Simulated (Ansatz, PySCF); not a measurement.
OSr. Atoms are numbered in the order given.

```xyz
2

Sr     0.0000     0.0000    -0.3371
O      0.0000     0.0000     1.6012
```

Coordinates come from a B3LYP-D3(BJ)/def2-TZVPD optimisation. The def2 effective core potentials stand for the cores of Sr; spin–orbit coupling is left out.

Vertical ionisation energy (IE) and electron affinity (EA) in eV. Rows of orbital energies are one-electron estimates. Where ΔSCF, EOM or ADC give a negative EA the extra electron is unbound and the value depends on the basis.

```tsv
level	IE	EA
−ε(HOMO), −ε(LUMO), ωB97X/def2-TZVPD (PySCF)	6.60	0.21
−ε(HOMO), −ε(LUMO), r2SCAN/def2-TZVPD (PySCF)	3.62	1.80
−ε(HOMO), −ε(LUMO), PBE/def2-TZVPD (PySCF)	…	…
ΔSCF, PBE0/def2-TZVPD (Ansatz), final states of multiplicity 2 and 2	6.40	0.68
ΔSCF, PBE/def2-TZVPD (Ansatz), final states of multiplicity 2 and 2	6.94	0.65
```

Q: Some entries are withheld; supply them. (The exact figures need the calculation; the answer reports its results.)

A: 
- −ε(HOMO), −ε(LUMO), PBE/def2-TZVPD (PySCF), IE: 3.64
- −ε(HOMO), −ε(LUMO), PBE/def2-TZVPD (PySCF), EA: 2.33

Q: What vertical singlet–triplet gap does ΔSCF give with PBE0/def2-TZVPD (Ansatz, an electronic-structure program) and with PBE/def2-TZVPD (Ansatz)? (Estimate from the structure and the level; the computed values follow.)

A: 1.12 and 1.61 eV (triplet above singlet where positive).
